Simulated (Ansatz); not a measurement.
Si(Cl)2(F)(SiH3) (Cl₂FH₃Si₂), SMILES F[Si]([SiH3])(Cl)Cl.

Geometry: r2SCAN-D4/def2-SVP. This is a generated structure with no PubChem entry under its InChIKey; it may be hypothetical.

Two levels are set side by side: PBE/def2-SVPD (Ansatz, a quantum-chemistry and plane-wave program) and PBE0/def2-SVPD (Ansatz). Energy differences of separate SCF runs at the same geometry; the states with an electron removed or added have multiplicity 2 and 2. Differences are taken from unrounded values.

```tsv
quantity	PBE0
vertical ionisation energy (eV)	10.85
vertical singlet–triplet gap (eV)	6.09
```

What does PBE give, and how far is it from PBE0? (Estimate from the structure and the level; the computed values follow.)


```tsv
quantity	PBE	PBE minus PBE0
vertical ionisation energy (eV)	10.46	-0.40
vertical singlet–triplet gap (eV)	5.76	-0.33
```
